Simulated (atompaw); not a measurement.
# Before and after: PAW (atompaw) potential for rubidium (Rb)

rubidium, PAW, made with atompaw 4.2.0.5 (PBEsol, scalar-relativistic). Core [Ar] 3d10 4s2, reference 4p6 5s1 5p0. Waves: 5s (bound): rc 3.00 bohr; 5s channel at 0.7 Ry: rc 3.00 bohr; 4p (bound): rc 2.70 bohr; 5p (bound, empty): rc 3.00 bohr; 4d channel at 0.45 Ry: rc 3.00 bohr; 4d channel at 0.8 Ry: rc 3.00 bohr. Local part: troulliermartins scheme with l = 3 at -0.5 Ry, radius 2.10 bohr. Core correction: smooth core density matched at 2.75 bohr. Augmentation charge: besselshape compensation charge, radius 2.85 bohr; PAW radius 3.00 bohr; waves and projectors: custom polynom vanderbiltortho.

All-electron outer shells of the reference configuration (PBEsol, scalar-relativistic, ld1.x):

```csv
shell,level (eV),outermost node (bohr),outermost maximum (bohr)
3d,-103.99,–,0.39
4s,-31.91,0.62,1.25
4p,-15.98,0.64,1.42
5s,-2.22,1.79,4.43
5p,-0.74,2.20,6.14
```

Change: core [Ar] 3d10, valence charge 9; reference 4s2 4p6 4d1 5s0 5p0; waves now 4s (bound): rc 2.55 bohr; 5s (bound): rc 3.00 bohr; 4p (bound): rc 1.70 bohr; 5p (bound): rc 3.00 bohr; 4d (bound): rc 3.00 bohr; 4d channel at 0.45 Ry: rc 3.00 bohr; local potential troulliermartins scheme with l = 3 at -0.5 Ry, radius 2.65 bohr; core correction smooth core density matched at 1.70 bohr; augmentation besselshape compensation charge, radius 2.55 bohr; PAW radius 3.00 bohr; waves and projectors: custom polynom vanderbiltortho.

Cutoffs: the cutoffs (Ry, on a coarse ladder) from which the occupation-weighted sum of valence levels, in a spherical-Bessel basis at the reference potential, stays within 10 and 1 mRy of its value at 400 Ry; they do not see the model core or the augmentation charge, which bear on the density cutoff.

Task: What does the change do?

Result: The potential gets harder (10 Ry and 18 Ry → 15 Ry and 30 Ry); the bound ghost in s disappears; the range in which the s phases agree narrows (upper end 3.8 → 2.8); the range in which the d phases agree narrows (upper end at the end of the scan → 2.8). The added semicore shells are compact, so their waves need more plane waves. Several settings change at once here, so the effects cannot be laid on one of them.

```tsv
quantity	base	changed
cutoff, loose	10 Ry	15 Ry
cutoff, tight	18 Ry	30 Ry
bound ghosts	s	none
s: phases at 3.02 bohr within 0.05 rad from the reference energy up to (Ry; the scan ends near 5)	3.8	2.8
p: phases at 3.02 bohr within 0.05 rad from the reference energy up to (Ry; the scan ends near 5)	0.9	1.2
d: phases at 3.02 bohr within 0.05 rad from the reference energy up to (Ry; the scan ends near 5)	to the end of the scan	2.8
lowest overlap eigenvalue by channel	s 0.53, p 0.78, d 0.93	s 0.67, p 0.52, d 0.94
```

 A true bound ghost makes a file unfit for plane-wave use even where its test errors are small: the radial tests pick states by their node count and pass the ghost by. The cutoffs see the waves, projectors and local potential, not the compensation charge or the core.
